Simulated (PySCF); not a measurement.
C4H8OSi. Atoms are numbered in the order given.

```xyz
14

Si     0.1815     2.2849     0.0000
C     -0.8450     0.7410     0.0000
C     -0.3026    -0.4810     0.0000
C      1.0832    -1.0974     0.0000
C      0.2961    -2.4216     0.0000
O     -0.9513    -1.6887     0.0000
H      1.6279     1.9067     0.0000
H     -0.0824     3.1311    -1.2033
H     -0.0824     3.1311     1.2033
H     -1.9404     0.7838     0.0000
H      1.6837    -0.8933    -0.8978
H      1.6837    -0.8933     0.8978
H      0.3939    -3.0456    -0.9020
H      0.3939    -3.0456     0.9020
```

The structure is a stationary point at ωB97X-D3(BJ)/def2-SVP. The structure was generated by enumeration; whether it is a known compound was not checked.

Level of theory: r2SCAN/def2-TZVP (PySCF).

ESP charges are fitted to the potential on shells at 1.4 to 2.0 van der Waals radii. Atomic charges (e):

```tsv
atom	Löwdin	ESP fit	Mulliken
Si1	0.27	0.37	0.27
C2	-0.33	-0.70	-0.39
C3	-0.29	0.57	0.21
C4	-0.20	-0.39	-0.26
C5	-0.24	0.06	0.06
O6	0.24	-0.37	-0.28
H7	-0.04	-0.11	-0.06
H8	-0.04	-0.08	-0.05
H9	-0.04	-0.08	-0.05
H10	0.15	0.25	0.12
H11	0.14	0.15	0.12
H12	0.14	0.15	0.12
H13	0.12	0.09	0.09
H14	0.12	0.09	0.09
```

Computed Mayer and Wiberg (Löwdin basis) orders of the bonds:
| bond | Mayer | Wiberg |
|---|---|---|
| Si1–C2 | 1.04 | 1.20 |
| C2–C3 | 1.70 | 1.96 |
| C3–C4 | 0.99 | 1.14 |
| C4–C5 | 1.04 | 1.19 |
| C3–O6 | 1.08 | 1.54 |
| C5–O6 | 0.94 | 1.34 |
| Si1–H7 | 0.94 | 0.94 |
| Si1–H8 | 0.94 | 0.95 |
| Si1–H9 | 0.94 | 0.95 |
| C2–H10 | 0.93 | 0.82 |
| C4–H11 | 0.94 | 0.86 |
| C4–H12 | 0.94 | 0.86 |
| C5–H13 | 0.95 | 0.90 |
| C5–H14 | 0.95 | 0.90 |
